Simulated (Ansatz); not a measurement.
`C[O][Sb]([Cl])[Cl]` and `[SiH3][Sb]([Cl])[Cl]` differ in one atom or group.

Ansatz, PBE0-D4/def2-TZVP geometries, multiplicity 1. Each molecule was computed in one conformer, which needn't be the lowest.

Elements past krypton have def2 core potentials.

| property | `C[O][Sb]([Cl])[Cl]` |
| --- | --- |
| HOMO energy (PBE/def2-TZVPP) / eV | -7.02 |
| LUMO energy (B3LYP/def2-TZVPP) / eV | -1.74 |
| ideal-gas entropy at 298 K and 1 bar (rigid rotor, harmonic PBE0-D4/def2-TZVP) / J/(mol·K) | 381 |
| size of the dipole moment (PBE/def2-TZVPP) / D | 1.58 |
| zero-point energy (PBE0-D4/def2-TZVP) / kJ/mol | 115.9 |
| HOMO–LUMO gap (B3LYP/def2-TZVPP) / eV | 6.52 |

Question: What does the change do to each property? (An estimate is asked.)

Answer: The calculation gave: 
| property | `[SiH3][Sb]([Cl])[Cl]` | shift |
| --- | --- | --- |
| HOMO energy (PBE/def2-TZVPP) / eV | -6.27 | 0.75 |
| LUMO energy (B3LYP/def2-TZVPP) / eV | -2.12 | -0.38 |
| ideal-gas entropy at 298 K and 1 bar (rigid rotor, harmonic PBE0-D4/def2-TZVP) / J/(mol·K) | 378 | -3 |
| size of the dipole moment (PBE/def2-TZVPP) / D | 2.53 | 0.95 |
| zero-point energy (PBE0-D4/def2-TZVP) / kJ/mol | 70.6 | -45.3 |
| HOMO–LUMO gap (B3LYP/def2-TZVPP) / eV | 4.99 | -1.53 |

With PBE0 the HOMO rises by 1.16 eV and the LUMO falls by 0.40 eV, so the gap narrows by about 1.56 eV. PBE moves the HOMO by 0.75 eV and ωB97M-V by 1.29 eV. The zero-point energy changes by -45.3 kJ/mol with -3 modes. Dipoles are sizes alone; their direction can turn.

B3LYP here is the variant with VWN-RPA as its local correlation; programs differ in this.

Spin–orbit coupling is left out; it splits and shifts lone-pair levels of the heavy atoms by tenths of an eV.
